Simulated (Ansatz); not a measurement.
Input file for Ansatz (a first-principles code): U-CAM-B3LYP/def2-TZVPP on CCrO (SMILES [O+]#[C-]->[Cr]), 2S+1 = 3, a spin state set in the input, which need not be the lowest.

Ansatz 0.2 input:
```yaml
crystal:
  periodic: [false, false, false]
  atoms:
    - {symbol: Cr, position_ang: [-1.05930479, -0.85004881, -0.96627951]}
    - {symbol: O, position_ang: [0.90349399, 0.71891217, 0.77529492]}
    - {symbol: C, position_ang: [0.12274208, 0.17860824, 0.12056496]}
basis:
  gaussian:
    orbitals: def2-TZVPP
hamiltonian:
  xc: {name: CAM-B3LYP}
magnetization: {spin_polarized: true, initial_magnetization: 2}
```

The head of its log:

```
WARN ansatz: RAYON_NUM_THREADS=1 ignored (pool sized by the plan → 1); use --threads N
Functional definition: CAM-B3LYP
integrals: 0.05 GiB planned
826 factors; their error is unknown
integrals: 0.08 GiB planned
142 factors; integrals over basis functions are off by at most 2.5e-4 eV
mean field: 0.61 GiB planned
mean field evaluation 1: about -31495.5193 eV, gradient 5.1e1 eV
mean field evaluation 2: about -31449.2753 eV, gradient 1.2e2 eV
```

Task: What total energy does the run end on?

Result: -1157.7458 hartree. Its determinant has ⟨S²⟩ = 3.44, a mixture of spin states.
